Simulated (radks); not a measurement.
Values are calculated unless marked as measured or tabulated.
The tantalum ion Ta2+ inside a hard spherical wall (all orbitals vanish at R), configuration held at [Xe] 4f14 5d3 and not refilled when levels cross. Code: a radial shooting solver on a logarithmic mesh with Libxc functionals. Model: scalar-relativistic Kohn-Sham, LDA (Slater exchange, Perdew-Wang correlation), spin-unpolarised, spherical densities, finite nucleus; Fermi nuclear charge, rms radius 5.3507 fm. Eigenvalues in eV, with the zero of energy where the potential of the charges vanishes at infinity; a dash marks a level that is unbound or too diffuse for the functional's potential to be trusted. A positive occupied level is held by the wall or, in an anion where self-interaction has pushed it up, behind a barrier. The pressure on the wall is -dE/dV.

R (bohr)  E (hartree)  kinetic (hartree)    e(5s)    e(5p)    e(4f)  e(6s, empty)    e(5d)  e(6p, empty)  pressure (GPa)
free      -15592.1967          17121.265  -88.852  -55.237  -40.647       -18.761  -18.631       -12.691               0
12        -15592.1967          17121.265  -88.852  -55.237  -40.647       -18.761  -18.631       -12.691        < 0.0001
10        -15592.1967          17121.265  -88.851  -55.237  -40.647       -18.761  -18.631       -12.687        < 0.0001
8         -15592.1966          17121.267  -88.845  -55.231  -40.641       -18.752  -18.625       -12.626         0.00545
6         -15592.1934          17121.296  -88.694  -55.087  -40.485       -18.491  -18.484       -11.822           0.385
3         -15591.4999          17124.829  -81.667  -48.292  -32.685         4.661   -8.664        22.602             372
2         -15584.6535          17155.626  -55.304  -17.854   -2.944        112.98   35.338        151.34           12100
1.5       -15558.4789          17255.071   13.575   64.523   56.910        356.88   140.60        417.60          115000
